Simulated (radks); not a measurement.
Values are calculated unless marked as measured or tabulated.
Problem. These are the eigenvalues of the occupied orbitals of an atom or ion with whole-number occupations (hartree). Level of theory: scalar-relativistic Kohn-Sham, PBE, spin-polarised, spherical densities, point nucleus (a radial shooting solver on a logarithmic mesh with Libxc functionals).

orbital  eigenvalue
1s        -1574.899
2s        -284.4663
2p        -258.5954
3s        -88.45093
3p        -80.23327
3d        -68.95682
4s        -40.90411

Which element is it, and in what charge state? The configuration may be excited. Open shells, if any, are filled with parallel spins first.

Solution. Z = 59, praseodymium, charge +29: Pr29+ in [Ar] 3d10 4s2. The list shows which subshells hold electrons but not how many an open one holds; the 1s level, -1574.9 hartree, gives Z - s = 56.1 by -(Z - s)^2/2, which with screening and relativity narrows Z to a few neighbours, and the depths of the outer levels then fix element, charge and occupations together.
